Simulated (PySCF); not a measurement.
Geometries of 2 isomers of C7H7NO, from PySCF 2.14.0, PBE0-D3(BJ)/def2-SVP geometry optimisation, gas phase. One conformer each, no zero-point energy, no frequencies.

Question: Which isomer lies lower at this level?
A.
```xyz
16
angstrom
C     -2.557    0.875    0.333
C     -1.750   -0.333   -0.043
O     -2.248   -1.408   -0.293
C     -0.254   -0.164   -0.102
C      0.538   -1.258   -0.462
C      1.916   -1.085   -0.514
C      2.444    0.167   -0.203
C      1.564    1.194    0.146
N      0.246    1.036    0.196
H     -3.622    0.617    0.326
H     -2.252    1.238    1.326
H     -2.350    1.702   -0.363
H      0.050   -2.207   -0.690
H      2.573   -1.913   -0.792
H      3.520    0.351   -0.229
H      1.949    2.189    0.396
```
B.
```xyz
16
angstrom
N      2.945   -0.082   -0.074
C      1.589    0.025    0.033
C      0.758   -1.096   -0.165
C     -0.615   -0.983   -0.026
C     -1.208    0.240    0.311
C     -2.665    0.356    0.445
O     -3.261    1.372    0.717
C     -0.382    1.357    0.511
C      0.989    1.258    0.377
H      3.504    0.757   -0.115
H      3.342   -0.906   -0.500
H      1.208   -2.057   -0.429
H     -1.249   -1.860   -0.185
H     -3.219   -0.604    0.269
H     -0.856    2.307    0.774
H      1.623    2.134    0.538
```

Answer: B. That is 4-aminobenzaldehyde (`Nc1ccc(C=O)cc1`), 3.7 kcal/mol below the other.

| SMILES | atoms numbered as above | E (Eh) | relative (kcal/mol) | relative (kJ/mol) | dipole (D) |
| --- | --- | --- | --- | --- | --- |
| Nc1ccc(C=O)cc1 | [NH2:1][c:2]1[cH:3][cH:4][c:5]([CH:6]=[O:7])[cH:8][cH:9]1 | -400.20068 | 0.0 | 0.0 | 5.81 |
| CC(=O)c1ccccn1 | [CH3:1][C:2](=[O:3])[c:4]1[cH:5][cH:6][cH:7][cH:8][n:9]1 | -400.19482 | 3.7 | 15.4 | 3.01 |

As drawn, the lower has an N–H bond, which the higher lacks.
